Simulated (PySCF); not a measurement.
# From computed data to an observable: oscillator strength and radiative lifetime

C₃H₇BrSi, SMILES C=C[SiH](C)Br.

Geometry: PBE0-D3(BJ)/def2-SVP. One conformer was computed; it need not be the lowest.

TDDFT-PBE/def2-SVPD in PySCF puts the first singlet state with f over 0.02 at 6.61 eV (vertical), with the transition dipole (-1.107, 0.041, 0.434) in atomic units.

Question: Find the oscillator strength, the wavelength and the radiative lifetime that this transition would have in vacuum if emission retraced absorption.

Answer: 
|μ|² = 1.4155 au, so |μ| = 3.02 D. ΔE = 6.61/27.211 = 0.2429 hartree. f = (2/3) ΔE |μ|² = 0.229 (the program prints 0.229).
λ = 1239.84/6.61 = 188 nm; ν = 53313 cm⁻¹.
Einstein's coefficient A = 0.6670 ν² f s⁻¹ (ν in cm⁻¹) = 4.3e8 s⁻¹, so τ = 1/A = 2.3 ns. This state is S7; the lower singlets have f = 0.011, 0.001, 0.012, 0.005, 0.012, 0.009. The figure is the radiative limit of this one transition; relaxation, internal conversion, crossing to triplets and a medium change what is measured.
